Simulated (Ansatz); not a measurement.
Geometry optimisation, Ansatz 0.2.0, RKS PBE0-D4/def2-SVP.

Input:

```yaml
crystal:
  periodic: [false, false, false]
  atoms:
    - { symbol: F, position_ang: [-0.9908, 0.0111, 1.6955] }
    - { symbol: Sn, position_ang: [-0.1439, 0.1181, -0.0383] }
    - { symbol: I, position_ang: [1.9212, -1.6308, -0.0514] }
    - { symbol: H, position_ang: [-1.1945, -0.3069, -1.3058] }
    - { symbol: H, position_ang: [0.458, 1.7349, -0.3413] }
basis:
  gaussian: { orbitals: def2-SVP }
hamiltonian:
  xc: pbe0
  dispersion: d4
relax:
  f_tol: 0.02
  max_steps: 40
scf:
  lower_state_search: "off"
output:
  orbitals: {}
```

Launched with:

```bash
$ ansatz run input.yaml --threads 1 --pin off --max-ram 2048MiB --backend cpu --events-out ev --progress --plain --runs-dir out
```

Problem. Where does it end, and by what steps?

Solution. The forces met the threshold. After 3 steps the energy has fallen by 0.085 eV; H4 moved furthest, 0.12 Å.

```
step  energy less start (eV)  largest force component (eV/Å)  accepted
   0                  0.0000                           0.704       yes
   1                 -0.0509                           0.415       yes
   2                 -0.0850                           0.053       yes
   3                 -0.0853                           0.007       yes
```

```xyz
5
Properties=species:S:1:pos:R:3
F -0.986 0.041 1.607
Sn -0.110 0.140 -0.118
I 1.918 -1.602 -0.045
H -1.272 -0.380 -1.252
H 0.500 1.728 -0.233
```

Whether the end is a true minimum wasn't checked by a vibrational analysis.

Time of the run: 11 s on 1 thread of Intel(R) Xeon(R) 6975P-C (Granite Rapids) (shared host), peak memory 0.17 GiB.
